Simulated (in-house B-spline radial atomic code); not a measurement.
## Ionising Gd IV (Gd3+) with different functionals

Computed with a B-spline radial code for spherical atoms: four-component Dirac-Coulomb Hamiltonian, Fermi nucleus of rms radius 5.1569 fm, spin-restricted, spherical fractional occupations for the functionals, and exact exchange of hybrids averaged over the configuration. The ionisation energy is the difference of two self-consistent energies, [Xe] 4f7 → [Xe] 4f6, without Breit or QED terms; ε is the level of the shell that loses the electron (mean over j). The electron is taken from both j subshells in proportion to 2j + 1, so the result is a j average, not the step between ground levels.

```
   method                    rung  ΔSCF (eV)  -ε(4f) (eV)
BHandHLYP           global hybrid      41.94        39.42
     PBE0           global hybrid      42.76        36.60
    B3LYP           global hybrid      42.90        36.03
CAM-B3LYP  range-separated hybrid      42.81        37.98
```

(1) Among the functionals, which spreads more, the ΔSCF values or the orbital energies?

(2) How do they compare with the NIST value?

## Answers

(1) The orbital energies: ΔSCF values span about 0.96 eV and the orbital energies 3.40 eV.

(2) NIST lists 44.44 eV ± 0.08 (semi-empirical, ground level to ground level). Errors run from -2.50 to -1.54 eV. The correlated functionals all miss on the same side by more than they spread, so the cause is common to them (Breit-QED terms, spin polarisation, the choice among j levels, multiplet and fine-structure energies, or a listed next ion that isn't the cheapest removal here) and closeness doesn't rank the functionals.
